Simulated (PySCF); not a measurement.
C₇H₅NOS, SMILES c1coc(-c2nccs2)c1. Geometry: PBE-D3(BJ)/def2-SVP. One conformer was computed; it need not be the lowest.

Computed equilibrium geometry at PBE-D3(BJ)/def2-SVP (PySCF confirms it by a frequency run) as Cartesian coordinates in Å, and its point group (one conformer of several):
point group Cs.
```xyz
15

C     -0.5522    -3.1649     0.0000
C      0.7967    -2.8832     0.0000
O      1.0013    -1.5361     0.0000
C     -0.2311    -0.9376     0.0000
C     -0.2837     0.5048     0.0000
N     -1.3980     1.2104     0.0000
C     -1.1273     2.5498     0.0000
C      0.2110     2.8993     0.0000
S      1.1969     1.4761     0.0000
C     -1.2247    -1.9030     0.0000
H     -1.0085    -4.1608     0.0000
H      1.6993    -3.5021     0.0000
H     -1.9560     3.2730     0.0000
H      0.6599     3.8995     0.0000
H     -2.3003    -1.7016     0.0000
```
Charge 0, spin multiplicity 1.
